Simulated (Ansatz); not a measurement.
Ansatz (a program for electronic structure) input:

Ansatz 0.2 input:
```yaml
crystal:
  periodic: [false, false, false]
  atoms:
    - {symbol: Cd, position_ang: [-0.25348114, -0.15121435, -0.20638745]}
    - {symbol: C, position_ang: [1.29567546, 0.77293611, 1.05495482]}
    - {symbol: H, position_ang: [1.75467220, -0.08341125, 1.53686241]}
    - {symbol: H, position_ang: [0.71897939, 1.41798297, 1.70885077]}
    - {symbol: H, position_ang: [1.91939039, 1.28610057, 0.33115536]}
basis:
  gaussian:
    orbitals: def2-TZVP
hamiltonian:
  xc: {name: r2SCAN}
total_charge: 1
relax: {f_tol: 0.003, max_steps: 100}
```

Problem. Predict the final energy.

Solution. -207.41970 Eh (r2SCAN/def2-TZVP). The basis has 89 functions.
